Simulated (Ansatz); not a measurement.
Start from `B[Se]C=C` and change one atom or group to get `C=C[Se][GeH3]`.

Ansatz, PBE0-D4/def2-TZVP geometries, multiplicity 1. Each molecule was computed in one conformer, which needn't be the lowest.

Scalar relativity is left out up to krypton.

```
                                                                                  property  `B[Se]C=C`
                                                     LUMO energy (ωB97M-V/def2-TZVPP) / eV        0.47
                                            size of the dipole moment (PBE/def2-TZVPP) / D        1.29
                                                   HOMO–LUMO gap (ωB97M-V/def2-TZVPP) / eV        9.60
                                                       LUMO energy (B3LYP/def2-TZVPP) / eV       -1.63
                                            zero-point energy (PBE0-D4/def2-TZVP) / kJ/mol       167.7
ideal-gas entropy at 298 K and 1 bar (rigid rotor, harmonic PBE0-D4/def2-TZVP) / J/(mol·K)         317
```

Task: Give the same properties after the change, and the shifts. (Estimate.)

Result: Ansatz gave: 
| property | `C=C[Se][GeH3]` | shift |
| --- | --- | --- |
| LUMO energy (ωB97M-V/def2-TZVPP) / eV | 1.49 | 1.02 |
| size of the dipole moment (PBE/def2-TZVPP) / D | 1.03 | -0.26 |
| HOMO–LUMO gap (ωB97M-V/def2-TZVPP) / eV | 10.04 | 0.44 |
| LUMO energy (B3LYP/def2-TZVPP) / eV | -0.66 | 0.97 |
| zero-point energy (PBE0-D4/def2-TZVP) / kJ/mol | 174.1 | 6.4 |
| ideal-gas entropy at 298 K and 1 bar (rigid rotor, harmonic PBE0-D4/def2-TZVP) / J/(mol·K) | 362 | 45 |

With PBE0 the HOMO rises by 0.62 eV and the LUMO rises by 1.03 eV, so the gap widens by about 0.41 eV. PBE moves the HOMO by 0.72 eV and ωB97M-V by 0.58 eV. The zero-point energy changes by 6.4 kJ/mol with +3 modes. Dipoles are sizes alone; their direction can turn. Modes under 60 cm⁻¹, often nearly free rotors, make the harmonic entropy too high.

B3LYP here is the variant with VWN-RPA as its local correlation; programs differ in this.

Spin–orbit coupling is left out; it splits and shifts lone-pair levels of the heavy atoms by tenths of an eV.
